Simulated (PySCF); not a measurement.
C3H7BFN, SMILES C=CB(F)NC.

Coordinates come from a ωB97X-D3(BJ)/def2-SVP optimisation. The structure was generated by enumeration, and PubChem lists no compound with its InChIKey, so it may never have been made. Other conformers were not sampled.

Two levels are set side by side: PBE/def2-TZVP (PySCF) and HF/def2-TZVP (PySCF). Same geometry, gas phase. Differences are taken from unrounded values.

```tsv
quantity	HF
orbital gap (eV)	13.05
highest occupied level (eV)	-9.97
lowest empty level (eV)	3.07
dipole moment (D)	2.01
mean polarisability (bohr³)	56.9
```

Q: What does PBE give, and how far is it from HF? (An estimate is asked for; the answer gives what the named calculation found.)

A: 
```json
[
 {"quantity": "orbital gap (eV)", "PBE": "4.51", "PBE minus HF": "-8.53"},
 {"quantity": "highest occupied level (eV)", "PBE": "-6.07", "PBE minus HF": "3.90"},
 {"quantity": "lowest empty level (eV)", "PBE": "-1.56", "PBE minus HF": "-4.63"},
 {"quantity": "dipole moment (D)", "PBE": "2.18", "PBE minus HF": "0.17"},
 {"quantity": "mean polarisability (bohr³)", "PBE": "63.5", "PBE minus HF": "6.5"}
]
```

Without exact exchange PBE keeps part of each electron's self-repulsion, which lifts occupied levels and narrows the gap. Loosely held outer electrons make PBE densities more polarisable. Differences between two approximate levels are no errors against the true value.

Rough cost on one machine, each run with all the roots and properties that it gave: HF against PBE about 1/3.
